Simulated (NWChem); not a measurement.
System: NH2SeF; SMILES N[Se]F

```xyz
5

Se     0.4010     0.0147     0.0000
F     -0.6402    -1.4426     0.0000
N     -0.7576     1.3481     0.0000
H     -1.2846     1.5240     0.8503
H     -1.2846     1.5240    -0.8503
```
Atoms are numbered in this order, from 1.

Coordinates come from a PBE0/def2-SVP optimisation.

Symmetry labels are those of Cs in the frame above (b1 and b2, or b-type labels, depend on it).

### Question
List the 4 lowest vertical singlet excitations from B3LYP/6-31G* (spherical d), TDA (NWChem).

### Answer
```tsv
state	energy (eV)	oscillator strength	symmetry	leading excitation (squared amplitude)
S1	3.93	0.001	a"	HOMO → LUMO (0.99)
S2	5.32	0.003	a"	HOMO → LUMO+1 (0.99)
S3	6.75	0.046	a'	HOMO−1 → LUMO (0.72)
S4	7.23	0.002	a'	HOMO−1 → LUMO+1 (0.66)
```
